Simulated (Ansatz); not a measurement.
GeCl2(NHtBu)2 (C8H20Cl2GeN2), 33 atoms. Hardware: 4 threads of Arm Neoverse V2 on a shared host.

The 6-31G sets use Cartesian d functions. Correlated methods freeze 29 core orbitals; core or outer-core shells of Ge are correlated, in sets that lack core-valence functions.

How many basis functions does each of these Ansatz runs have, and roughly what does it cost? PBE-D4/def2-SVP, charge 0 singlet, relaxation, 13 steps; HF/STO-3G, charge 0 singlet, energy; PBE0-D4/def2-SVP, charge 1 doublet at the geometry of the charge 0 singlet, energy; PBE0-D4/def2-SVP, charge 0 singlet, energy, from earlier orbitals; r2SCAN-D4/def2-SVP, charge 0 triplet at the geometry of the charge 0 singlet, energy, from earlier orbitals; MP2/def2-SVP, charge 0 singlet, energy, from earlier orbitals; PBE-D4/def2-SVP, charge 0 singlet, energy and forces, from earlier orbitals; PBE-D4/def2-SVP, charge 0 triplet at the geometry of the charge 0 singlet, energy, from earlier orbitals; PBE0-D4/def2-SVP, charge 0 triplet at the geometry of the charge 0 singlet, energy; HF/6-31G, charge 0 singlet, energy; r2SCAN-D4/def2-SVP, charge 0 singlet, energy, from earlier orbitals; PBE-D4/def2-SVP, charge 1 doublet at the geometry of the charge 0 singlet, energy, from earlier orbitals.

Other jobs shared the machine, so times can vary by a factor of up to 3. A dash marks memory too small to be measured apart from the calling script's.

| run | functions | fitting or Cholesky vectors | wall time | peak host memory (GiB) |
| --- | --- | --- | --- | --- |
| HF/STO-3G, charge 0 singlet, energy | 106 | 1401 | 1.6 s | – |
| HF/6-31G, charge 0 singlet, energy | 185 | 2454 | 5.5 s | 0.89 |
| PBE-D4/def2-SVP, charge 0 singlet, energy and forces, from earlier orbitals | 308 | 3509 | 10 s | 0.74 |
| PBE-D4/def2-SVP, charge 1 doublet at the geometry of the charge 0 singlet, energy, from earlier orbitals | 308 | 3509 | 18 s | 0.85 |
| r2SCAN-D4/def2-SVP, charge 0 singlet, energy, from earlier orbitals | 308 | 3509 | 19 s | 0.81 |
| PBE0-D4/def2-SVP, charge 0 singlet, energy, from earlier orbitals | 308 | 3584 | 22 s | 2.1 |
| PBE-D4/def2-SVP, charge 0 triplet at the geometry of the charge 0 singlet, energy, from earlier orbitals | 308 | 3509 | 22 s | 0.87 |
| MP2/def2-SVP, charge 0 singlet, energy, from earlier orbitals | 308 | 3137 | 22 s | 1.5 |
| PBE0-D4/def2-SVP, charge 1 doublet at the geometry of the charge 0 singlet, energy | 308 | 3136 | 35 s | 2.3 |
| PBE0-D4/def2-SVP, charge 0 triplet at the geometry of the charge 0 singlet, energy | 308 | 3137 | 48 s | 2.3 |
| r2SCAN-D4/def2-SVP, charge 0 triplet at the geometry of the charge 0 singlet, energy, from earlier orbitals | 308 | 3509 | 54 s | 1 |
| PBE-D4/def2-SVP, charge 0 singlet, relaxation, 13 steps | 308 | 3509 | 87 s | 0.74 |
